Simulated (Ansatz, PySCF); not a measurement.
Reaction (SMILES): [SiH3]P → [SiH3] (SiH3) + [PH2] (PH2) (the P-Si bond at the site shown breaks; other sites are not compared here)
Each molecule is optimised on its own at B3LYP-D3(BJ)/def2-TZVP (Ansatz, a program for electronic structure).
Geometry of the first species:
```xyz
7

Si    -1.0725     0.0867     0.2119
P      1.1233    -0.0680    -0.3324
H     -1.8171    -0.8926    -0.6134
H     -1.5318     1.4532    -0.1291
H     -1.3565    -0.1741     1.6427
H      1.3129    -1.2974     0.3513
H      1.5580     0.7172     0.7672
```
Charge 0, spin multiplicity 1.

Wanted: bond dissociation energy (electronic energy difference), in kcal/mol. Cores are frozen in the correlated levels unless marked. UHF or UKS for open shells. Spin-orbit coupling is left out. No relativistic terms. CBS marks a two-point X^-3 extrapolation of the correlation energy; Hartree-Fock from the larger set. The bracket is a focal-point correction in the basis named.

| level | program | bond dissociation energy (kcal/mol) | minus last row |
|---|---|---|---|
| HF/cc-pV(D+d)Z | Ansatz | 49.0 | -26.0 |
| HF/def2-QZVPP | Ansatz | 49.3 | -25.7 |
| PBE/def2-TZVPD | Ansatz | 72.0 | -3.0 |
| BP86-D3(BJ)/def2-TZVPD | PySCF + dftd3 | 73.3 | -1.7 |
| M06-L/def2-TZVPD | PySCF | 74.6 | -0.4 |
| PBE0-D3(BJ)/def2-TZVP | Ansatz + dftd3 | 73.2 | -1.8 |
| PBE0-D3(BJ)/def2-TZVPD | Ansatz + dftd3 | 73.1 | -1.9 |
| LC-wPBE/def2-TZVPD | Ansatz | 70.5 | -4.5 |
| MP2/def2-TZVPP | Ansatz | 73.8 | -1.2 |
| RI-MP2/def2-TZVPP | Ansatz | 73.8 | -1.2 |
| RI-MP2/def2-QZVPP | Ansatz | 75.7 | 0.7 |
| RI-MP2/CBS(cc-pV(T+d)Z,cc-pV(Q+d)Z) | Ansatz | 77.2 | 2.2 |
| SCS-MP2/STO-3G | Ansatz | 85.9 | 10.9 |
| CCSD(T)/cc-pwCVTZ | Ansatz | 71.7 | -3.3 |
| RI-MP2/CBS(aug-cc-pV(T+d)Z,aug-cc-pV(Q+d)Z)+[CCSD(T)-MP2]/aug-cc-pV(T+d)Z | Ansatz | 75.0 | 0.0 |
